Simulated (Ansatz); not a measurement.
System: sum formula H3Si2OCl2 (charge 0, doublet). It need not be the lowest isomer of its formula. 
Coordinates optimised at B3LYP-D3(BJ)/def2-TZVP (Ansatz, a quantum-chemistry and plane-wave program):
```xyz
8

Si     2.4809     0.1473    -0.2597
O      0.9266     0.2819    -0.8146
Si    -0.6461     0.1375    -0.4819
Cl    -1.0541    -1.7738     0.1348
Cl    -1.1625     1.4342     1.0188
H      2.6479    -1.1718     0.4074
H      3.3697     0.2629    -1.4439
H     -1.4351     0.4409    -1.6750
```
Charge 0, spin multiplicity 2.

Dipole moments at this geometry, in debye (magnitudes).

| level | program | dipole (D) |
|---|---|---|
| SVWN5/def2-TZVPD | Ansatz | 1.08 |
| PBE/def2-TZVPD | Ansatz | 1.06 |
| B97M-V/def2-TZVPD | Ansatz | ___ |
| B3LYP/def2-TZVPD | Ansatz | 1.11 |
| BHLYP/def2-TZVPD | Ansatz | 1.17 |
| r2SCANh/def2-TZVPD | Ansatz | 1.10 |
| r2SCAN0/def2-TZVPD | Ansatz | 1.13 |
| HSE06/def2-TZVPD | Ansatz | 1.12 |
| CAM-B3LYP/def2-TZVPD | Ansatz | 1.16 |
| LC-wPBE/def2-TZVPD | Ansatz | 1.19 |
| wB97M-V/def2-TZVPD | Ansatz | 1.09 |
| wB97X-V/def2-TZVPD | Ansatz | 1.16 |
| CCSD(T)/aug-cc-pV(D+d)Z | Ansatz | ___ |

Problem. Fill in the missing entries.

Solution. 
- B97M-V/def2-TZVPD, dipole (D): 0.98
- CCSD(T)/aug-cc-pV(D+d)Z, dipole (D): 1.12
